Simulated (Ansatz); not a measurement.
(LiCl)3 ring (Li3Cl3). The state is a singlet with charge 0. Geometry relaxed at PBE-D4/def2-SVP.

```csv
atom,x (Å),y (Å),z (Å)
Li1,-1.7384,-0.7400,-0.2297
Cl2,-0.5818,-2.0252,1.0925
Li3,1.2718,-0.8842,1.1055
Cl4,2.1677,0.9225,0.2865
Li5,0.4666,1.6245,-0.8761
Cl6,-1.5859,1.1024,-1.3787
```

**Question.** Estimate the harmonic wavenumbers at RKS PBE-D4/def2-SVP (Ansatz, unscaled). Is this a minimum?

**Answer.** 92, 93, 103, 103, 155, 189, 305, 305, 330, 578, 622, 622 cm⁻¹. Yes, no mode is imaginary beyond noise. Zero-point energy 20.9 kJ/mol. It took 34 s on 4 threads of Intel Xeon on a shared host.
